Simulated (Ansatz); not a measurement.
Gas-phase electronic energies from Ansatz, PBE0-D4/def2-TZVP geometries. CBS: MP2 limit from def2 TZ/QZ plus the TZ coupled-cluster correction, frozen cores. Functionals use def2-TZVPP. B3LYP here is the variant with VWN-RPA as its local correlation; programs differ in this. def2 core potentials past Kr. For Te outer-core shells are correlated without core-valence functions, which leaves a few kJ/mol of doubt a bond. Each species was taken in one conformer, which may not be the lowest.

`O[SiH2]O[SiH2]S` + H₂Te → `S[SiH2][TeH]` + `O[SiH2]O`  (ligand exchange at the Si–O bond)

`O[SiH2]O[SiH2]S`:

Z-matrix (Å, degrees):
```
Si
O 1 1.643
O 1 1.636 2 111.6
H 1 1.475 2 108.1 3 116.7
H 1 1.485 2 107.5 3 -122.1
Si 2 1.629 1 139.3 3 52.1
H 3 0.961 1 116.3 2 -59.0
S 6 2.143 2 112.1 1 -28.4
H 6 1.481 2 110.8 1 87.3
H 6 1.479 2 108.0 1 -149.7
H 8 1.344 6 94.4 2 -73.1
```

H₂Te:

Z-matrix (Å, degrees):
```
Te
H 1 1.656
H 1 1.656 2 90.4
```

`S[SiH2][TeH]`:

Z-matrix (Å, degrees):
```
Si
Te 1 2.496
S 1 2.132 2 109.4
H 1 1.482 2 112.9 3 115.0
H 1 1.484 2 107.9 3 -123.5
H 2 1.659 1 91.3 3 150.9
H 3 1.344 1 94.6 2 -57.3
```

`O[SiH2]O`:

```xyz
7

O    -0.790    1.216   -0.031
Si   -0.266   -0.340   -0.035
O     1.364   -0.482    0.107
H    -0.678    1.722    0.774
H    -0.790   -1.092    1.128
H    -0.745   -0.873   -1.331
H     1.905   -0.151   -0.612
```

```
             level  ΔE (kJ/mol)  difference from CCSD(T)/CBS
       LDA (SPW92)         49.9                         -5.2
           BLYP-D4         60.1                          5.0
         r2SCAN-D4         56.6                          1.5
          B3LYP-D4         62.5                          7.4
      CAM-B3LYP-D4         70.2                         15.1
           ωB97M-V         61.5                          6.4
               PBE         39.9                        -15.2
            revPBE         35.9                        -19.2
             BHLYP         67.1                         12.0
RPA@PBE/def2-TZVPP         65.8                         10.7
      MP2/def2-SVP         60.6                          5.5
     HF/def2-TZVPP         74.8                         19.7
CCSD(T)/def2-TZVPP         62.6                          7.5
     HF/def2-QZVPP         76.6                         21.5
      HF/CBS(def2)         76.9                         21.8
     MP2/CBS(def2)         48.0                         -7.1
       CCSD(T)/CBS         55.1                            0
```

Question: What do rigid-rotor, harmonic-oscillator terms from PBE0-D4/def2-TZVP frequencies (298.15 K, 1 bar) make of the CCSD(T)/CBS value? (Best estimate.)

Answer: Ansatz gave: ΔZPE = +8.5 kJ/mol, ΔH = +62.6 kJ/mol, ΔS = 9 J/(mol·K), ΔG = +59.9 kJ/mol. Modes under 50 cm⁻¹ make the entropy rough.

Largest T1 diagnostic among the species: 0.012.

The D4 term adds +3.7 kJ/mol with B3LYP and +2.5 kJ/mol with PBE0; it sums over pairs of atoms, weighted by their polarisabilities, and B3LYP, whose exchange is more repulsive, gets the larger term. From PBE to PBE0 (25 % exact exchange), in def2-TZVPP and without D4, ΔE moves by +4.8 kJ/mol.
